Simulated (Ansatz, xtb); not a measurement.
**Two conformers of AsH6PSi**

Structure I: `P[SiH2][AsH2]`, a singlet. Structure II: `P[SiH2][AsH2]`, a singlet. Both are isolated molecules in the gas phase, relaxed with PBE0-D3(BJ)/def2-SVP.

I (Å):

| atom | x (Å) | y (Å) | z (Å) |
| --- | --- | --- | --- |
| As | 0.8205 | -0.6075 | 0.6164 |
| P | -2.3067 | -1.7590 | -1.2659 |
| Si | -1.2509 | 0.0254 | -0.3509 |
| H | -1.3812 | -1.8539 | -2.3506 |
| H | -3.2416 | -0.9751 | -2.0127 |
| H | -2.1195 | 0.5643 | 0.7399 |
| H | -0.9824 | 1.1276 | -1.3263 |
| H | 1.2581 | -1.3188 | -0.6616 |
| H | 0.2184 | -1.8855 | 1.1930 |

II (Å):

```xyz
9

As   -0.9741    2.0125   -0.9260
P     0.4131   -1.3027    0.8074
Si   -0.8936    0.5457    0.9404
H    -0.4257    1.3404    2.1178
H     0.5438    1.9906   -1.0801
H    -1.1506    0.8524   -1.9014
H    -0.0683   -1.6665   -0.4883
H    -2.2906    0.0870    1.2132
H     1.5363   -0.5883    0.2872
```

Energies in hartree; the thermal terms are from PBE0-D3(BJ)/def2-SVP harmonic frequencies (ideal gas, rigid rotor, one conformer each, 298.15 K, 1 atm) and include the zero-point energy:

|  | I | II |
| --- | --- | --- |
| E, CCSD(T)/def2-TZVP | −2868.004906 | −2868.005088 |
| zero-point energy | 0.050867 | 0.050894 |
| H(298 K) − E | 0.058546 | 0.058590 |
| G(298 K) − E | 0.019259 | 0.019308 |

Task: Work out ΔE, ΔE₀, ΔH and ΔG for I → II in kcal/mol (1 Eh = 627.51 kcal/mol) and the equilibrium ratio [II]/[I].

Result: 1. ΔE = −2868.005088 − (−2868.004906) = −0.000182 Eh = −0.11 kcal/mol.
2. ΔE₀ = ΔE + ΔZPE = −0.000182 + (+0.000027) Eh = −0.10 kcal/mol.
3. ΔH = ΔE + (+0.000044) Eh = −0.09 kcal/mol.
4. ΔG = ΔE + (+0.000049) Eh = −0.08 kcal/mol, so ΔS = (ΔH − ΔG)/T = 0.0 J/(mol K).
5. kT = 0.9442 mEh, so K = [II]/[I] = exp(−ΔG/kT) = exp(+0.14) ≈ 1.2.

The two are too close for this level to say which is favoured. An error of 1 kcal/mol in ΔG would change K by a factor of 5.4. Mirror images and further conformers aren't counted.

Other levels gave ΔE = −0.2 (PBE0-D3(BJ)/def2-SVP); 0.0 (HF/def2-TZVP); −0.1 (MP2/def2-TZVP) kcal/mol. The correlated steps freeze 19 core orbitals; the filled d shell of As is correlated, in a basis made for valence electrons. Programs: Ansatz 0.2.0.
